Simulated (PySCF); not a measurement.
Numbering as in the mapped SMILES `[BH3-:1][PH2+:2][c:3]1[cH:4][cH:5][cH:6][cH:7][cH:8]1`; H(Xn) means a hydrogen on atom n.

Geometry: PBE0-D3(BJ)/def2-SVP; GIAO shifts from PySCF 2.14.0 with density-fitted response routines, gas phase, non-relativistic, averaged over equivalent atoms.

At PBE0/6-31G* (136 basis functions, 9.2 s wall time on 1 thread of an AMD EPYC 9R45 96-Core, shared host):
```tsv
atoms	δ (ppm)
B1	-42.7
P2	-31.6
C4/C8	126.1
C6	124.7
C5/C7	123.0
C3	120.5
H(C4)/H(C8)	7.45
H(C6)	7.41
H(C5)/H(C7)	7.41
H(P2)	5.40
H(B1)	1.33
```

Scale: ¹¹B (σref 112.25) vs BF3·OEt2; ³¹P (σref 376.23) vs H3PO4; ¹³C (σref 194.14), ¹H (σref 31.96) vs TMS (reference shieldings calculated alike).

Question: Predict the values at LC-wPBE/pcSseg-1 on the same geometry.

Answer: 
```csv
atoms,δ at LC-wPBE/pcSseg-1,change
B1,-49.3,-6.6
P2,-71.4,-39.8
C4/C8,143.2,+17.1
C6,142.5,+17.8
C5/C7,140.1,+17.1
C3,135.1,+14.6
H(C4)/H(C8),7.72,+0.27
H(C6),7.76,+0.35
H(C5)/H(C7),7.71,+0.30
H(P2),5.30,-0.10
H(B1),1.11,-0.22
```

Chemical shifts δ = σref − σ; ¹¹B (σ = 101.21 ppm) vs BF3·OEt2; ³¹P (σ = 308.04 ppm) against H3PO4; ¹³C (σ = 188.56 ppm) and ¹H (σ = 31.33 ppm) vs TMS, all at this level.

The largest change is at P2 (phosphorus bonded to C, B, 2 H). Cost: 193 basis functions, 27 s wall time on 1 thread of an AMD EPYC 9R45 96-Core, shared host. The order of the carbon signals is the same at both levels.

Experimental scales use liquid or dissolved standards, which lie at an offset from isolated H3PO4.
